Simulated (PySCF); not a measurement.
Se(Me)(SMe) (C₂H₆SSe), SMILES CS[Se]C. Coordinates come from a ωB97X-D3(BJ)/def2-SVP optimisation. The values are those of a single conformer.

These are ωB97X-D3(BJ)/def2-SVP (PySCF 2.14.0) values and carry that method's errors.

Harmonic wavenumbers (cm⁻¹): 89, 133, 154, 206, 230, 430, 628, 744, 918, 923, 977, 979, 1315, 1349, 1442, 1450, 1459, 1465, 3074, 3082, 3184, 3196, 3198, 3214. Rotational constants (GHz): 6.293, 2.185, 1.988; symmetry number 1.

Work out the zero-point energy and the ideal-gas rigid-rotor harmonic-oscillator thermochemistry at 298.15 K and 1 atm.

ZPE = ½ Σ hcν = ½ × 33840 cm⁻¹ = 48.38 kcal/mol. H − E(el) = 53.18 kcal/mol. Entropy in cal/(mol K): translation 40.74, rotation 26.87, vibration 15.26, total 82.87. G − E(el) = 28.47 kcal/mol. Cp = 22.84 cal/(mol K). Modes under 150 cm⁻¹ make the vibrational entropy uncertain.
